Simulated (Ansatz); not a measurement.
C2H10O5Si2 (`CO[SiH](C)O[Si](O)(O)O`) at its PBE0-D4/def2-TZVP geometry, where that method's forces vanish. Charge 0, multiplicity 1.

```xyz
19

C     2.5052    0.9565    1.3828
O     1.1280    1.1180    1.6255
Si   -0.0015    0.0557    1.1058
C    -1.6456    0.6412    1.7060
O     0.0449    0.0137   -0.5371
Si   -0.5602   -0.7605   -1.8197
O     0.2473   -2.1134   -2.2338
O    -0.4802    0.2259   -3.1195
O    -2.0728   -1.2001   -1.3941
H     2.8490   -0.0480    1.6571
H     2.7434    1.1294    0.3281
H     3.0498    1.6842    1.9871
H     0.3469   -1.3060    1.5953
H    -2.4358    0.0001    1.3083
H    -1.8330    1.6651    1.3737
H    -1.6936    0.6210    2.7970
H     0.9916   -2.0031   -2.8267
H    -0.6692    1.1537   -2.9742
H    -2.5139   -1.8335   -1.9616
```

Task: What forces (eV/Å) does B3LYP-D4/def2-TZVPP give on these atoms in the Gaussian-basis code of Ansatz? (Estimate.)

Result: The calculation gave: 
```
C1   0.388  0.014 -0.038
O2  -0.196  0.058  0.069
Si3 -0.022 -0.138  0.138
C4  -0.100  0.010  0.025
O5   0.037  0.026  0.003
Si6  0.021  0.019 -0.003
O7   0.087 -0.100 -0.039
O8  -0.010  0.100 -0.096
O9  -0.128 -0.051  0.017
H10 -0.009  0.052 -0.014
H11 -0.004 -0.009  0.053
H12 -0.017 -0.042 -0.037
H13 -0.026  0.084 -0.030
H14  0.024  0.046  0.033
H15 -0.005 -0.048  0.022
H16 -0.016  0.009 -0.051
H17  0.040 -0.054 -0.021
H18  0.002  0.048 -0.047
H19 -0.064 -0.022  0.012
```

B3LYP here is the variant with VWN-RPA as its local correlation; programs differ in this.
